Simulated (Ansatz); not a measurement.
`C[BH][Ga]([CH3])[F]` + `C[SiH2]N` → `CBN[SiH2]C` + `[CH3][GaH][F]`  (cleavage of the B–Ga bond)

Program: Ansatz. Geometries: PBE0-D4/def2-TZVP. ΔE: electronic, gas phase. CCSD(T)/CBS is the MP2 limit (def2-TZVPP, def2-QZVPP) plus CCSD(T) − MP2 in def2-TZVPP, frozen cores. DFT in def2-TZVPP. For Ga outer-core shells are correlated without core-valence functions, which leaves a few kJ/mol of doubt a bond. Scalar relativity is left out up to krypton. One conformer a species, not always the lowest.

```
             level  ΔE (eV)
            PBE-D4    -1.53
         r2SCAN-D4    -1.59
           ωB97X-V    -1.58
              PBE0    -1.52
     HF/def2-TZVPP    -1.60
    MP2/def2-TZVPP    -1.64
CCSD(T)/def2-TZVPP    -1.60
      HF/CBS(def2)    -1.62
```

Problem. What does CCSD(T)/CBS give? (An estimate is asked.)

Solution. Computed: -1.55 eV. The listed levels differ from it by 0.02, -0.04, -0.03, 0.03, -0.05, -0.09, -0.05, -0.07 eV.

Largest T1 diagnostic among the species: 0.013.

The D4 term adds −0.06 eV with B3LYP and −0.04 eV with PBE0; it sums over pairs of atoms, weighted by their polarisabilities, and B3LYP, whose exchange is more repulsive, gets the larger term. From PBE to PBE0 (25 % exact exchange), in def2-TZVPP and without D4, ΔE moves by −0.04 eV.

B3LYP here is the variant with VWN-RPA as its local correlation; programs differ in this.
